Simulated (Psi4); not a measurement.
C2H6Mg, triplet, at a GFN2-xTB geometry (such geometries of metal compounds can be far from the true shape) (a higher spin typed on purpose: for a closed-shell molecule this is an excited state); R2SCAN/STO-3G (Psi4 1.11).

Psi4 was given this input:
```
memory 2 GB

molecule mol {
0 3
Mg    0.006492    0.006596    0.009254
C     1.776502    0.275413   -1.453055
H     2.442280   -0.566723   -1.296536
H     2.249841    1.220078   -1.207203
H     1.353384    0.279702   -2.452066
C    -1.783744   -0.282771    1.442733
H    -2.267497   -1.208450    1.149181
H    -2.433159    0.575990    1.309535
H    -1.379303   -0.335604    2.447980
}

set {
  basis sto-3g
  reference uks
}

energy('r2scan')
print_variables()
```

What the program printed (banner, timings and long lists left out):

```
   => Loading Basis Set <=

    Name: STO-3G
    Role: ORBITAL
    Keyword: BASIS

         ---------------------------------------------------------
                                   SCF
               by Justin Turney, Rob Parrish, Andy Simmonett
                          and Daniel G. A. Smith
                              UKS Reference
         ---------------------------------------------------------

  ==> Geometry <==

    Molecular point group: c1
    Full point group: C1

    Geometry (in Angstrom), charge = 0, multiplicity = 3:

       Center              X                  Y                   Z               Mass
    ------------   -----------------  -----------------  -----------------  -----------------
         MG           0.005861201729     0.005955112946     0.008354527398    23.985041697000
         C            1.775871201729     0.274772112946    -1.453954472602    12.000000000000
         H            2.441649201729    -0.567363887054    -1.297435472602     1.007825032230
         H            2.249210201729     1.219437112946    -1.208102472602     1.007825032230
         H            1.352753201729     0.279061112946    -2.452965472602     1.007825032230
         C           -1.784374798271    -0.283411887054     1.441833527398    12.000000000000
         H           -2.268127798271    -1.209090887054     1.148281527398     1.007825032230
         H           -2.433789798271     0.575349112946     1.308635527398     1.007825032230
         H           -1.379933798271    -0.336244887054     2.447080527398     1.007825032230

  Running in c1 symmetry.

  Rotational constants: A =      2.58105  B =      0.09736  C =      0.09736 [cm^-1]
  Rotational constants: A =  77377.89174  B =   2918.90151  C =   2918.80638 [MHz]
  Nuclear repulsion =   74.560781228097795

  Charge       = 0
  Multiplicity = 3
  Electrons    = 30
  Nalpha       = 16
  Nbeta        = 14

  ==> Algorithm <==

  SCF Algorithm Type is DF.
  DIIS enabled.
  MOM disabled.
  Fractional occupation disabled.
  Guess Type is SAD.
  Energy threshold   = 1.00e-06
  Density threshold  = 1.00e-06
  Integral threshold = 1.00e-12

  ==> Primary Basis <==

  Basis Set: STO-3G
    Blend: STO-3G
    Number of shells: 17
    Number of basis functions: 25
    Number of Cartesian functions: 25
    Spherical Harmonics?: true
    Max angular momentum: 1

  ==> DFT Potential <==

   => LibXC <=

    Version 7.1.2
[...]
      Ntotal   =   30.0000029701 ; deviation = 2.970e-06

   @Spin Contamination Metric:   3.248724932E-03
   @S^2 Expected:                2.000000000E+00
   @S^2 Observed:                2.003248725E+00
   @S   Expected:                1.000000000E+00
   @S   Observed:                1.000000000E+00

    Orbital Energies [Eh]
    ---------------------

    Alpha Occupied:

[...]
      16A      0.122693

    Alpha Virtual:

[...]
    Beta Occupied:

[...]
    Beta Virtual:

[...]
    Final Occupation by Irrep:
              A
    DOCC [    14 ]
    SOCC [     2 ]
    NA   [    16 ]
    NB   [    14 ]

  @DF-UKS Final Energy:  -276.12642046961952

   => Energetics <=

    Nuclear Repulsion Energy =             74.5607812280977953
    One-Electron Energy =                -531.4351370400298720
    Two-Electron Energy =                 210.3261779493004724
    DFT Exchange-Correlation Energy =     -29.5782426069878603
    Empirical Dispersion Energy =           0.0000000000000000
    VV10 Nonlocal Energy =                  0.0000000000000000
    Total Energy =                       -276.1264204696195179

  UHF NO Occupations:
  HONO-2 :   14  A 1.9996180
  HONO-1 :   15  A 1.0000000
  HONO-0 :   16  A 1.0000000
  LUNO+0 :   17  A 0.0003820
  LUNO+1 :   18  A 0.0002953
  LUNO+2 :   19  A 0.0002317
  LUNO+3 :   20  A 0.0002314

Computation Completed

Properties will be evaluated at   0.000000,   0.000000,   0.000000 [a0]

Properties computed using the SCF density matrix

 Multipole Moments:

 ------------------------------------------------------------------------------------
     Multipole            Electronic (a.u.)      Nuclear  (a.u.)        Total (a.u.)
 ------------------------------------------------------------------------------------

 L = 1.  Multiply by 2.5417464519 to convert [e a0] to [Debye]
 Dipole X            :          0.0359344           -0.0357649            0.0001696
 Dipole Y            :          0.0365093           -0.0363387            0.0001706
 Dipole Z            :          0.0512168           -0.0509795            0.0002373
 Magnitude           :                                                    0.0003379

 ------------------------------------------------------------------------------------

  Variable Map:
  ----------------------------------------------------------------------------
[...]
  Array Variable Map:
  ----------------------------------------------------------------------------
[...]
[...]
```
